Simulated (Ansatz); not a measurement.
Abridged output of a molecular run in Ansatz:

```
Functional definition: HF
1214 factors; integrals over basis functions are off by at most 1.1e-3 eV
mean field evaluation 1: about -71826.4426 eV, gradient 1.5e1 eV
mean field evaluation 2: about -71826.6116 eV, gradient 1.5e1 eV
mean field evaluation 4: about -71827.6786 eV, gradient 3.1e0 eV
mean field evaluation 8: about -71827.7074 eV, gradient 1.6e-1 eV
mean field -71827.70770183 eV, -2639.6195714735 hartree, gradient 3.2e-6 eV, S^2 0.000000; 0 other end points of the search recorded, 0 dependent functions left out
14 core orbitals not correlated: weight in the atoms' cores, before any rotation towards them, 1.000 or more for the frozen orbitals, at most 0.000 for the correlated occupied ones
reference -71827.70770183 eV, -2639.6195714735 hartree; 18, 18 occupied and 139, 139 virtual orbitals, 1214 factors
second order -19.11047946 eV of doubles, -0.00000000 eV of singles
cycle   1  -18.73916380 eV  change    3.7e-1 eV  update   1.2e-1
cycle   2  -19.29952749 eV  change   -5.6e-1 eV  update   3.8e-2
cycle   3  -19.42483134 eV  change   -1.3e-1 eV  update   2.5e-2
cycle   4  -19.39991533 eV  change    2.5e-2 eV  update   8.1e-3
cycle   5  -19.39798930 eV  change    1.9e-3 eV  update   4.0e-3
cycle   6  -19.39946050 eV  change   -1.5e-3 eV  update   1.2e-3
cycle   7  -19.39905547 eV  change    4.1e-4 eV  update   4.9e-4
cycle   8  -19.39905853 eV  change   -3.1e-6 eV  update   1.9e-4
cycle   9  -19.39917995 eV  change   -1.2e-4 eV  update   7.0e-5
cycle  10  -19.39913163 eV  change    4.8e-5 eV  update   2.9e-5
cycle  11  -19.39914115 eV  change   -9.5e-6 eV  update   1.1e-5
perturbative correction -0.80224827 eV, -0.0294820803 hartree
Total energy: -71847.90909126 eV, -2640.3619588419 hartree
```

Its atoms:

Z-matrix (Å, degrees):
```
Sn
Se 1 2.670
B 1 2.205 2 43.7
H 1 1.706 2 106.4 3 -121.9
H 1 1.706 2 106.4 3 121.9
H 3 1.185 1 140.9 2 180.0
```

(1) Which basis set was used?
A. def2-QZVPP
B. def2-TZVPP
C. cc-pV(Q+d)Z
D. def2-TZVPPD

(2) Write the keys of the input that set method, charge and spin (a neutral closed shell needs none for the last two).

Answers

(1) B. It gives 171 functions.

(2) 
```yaml
correlation: {method: ccsd_t}
```
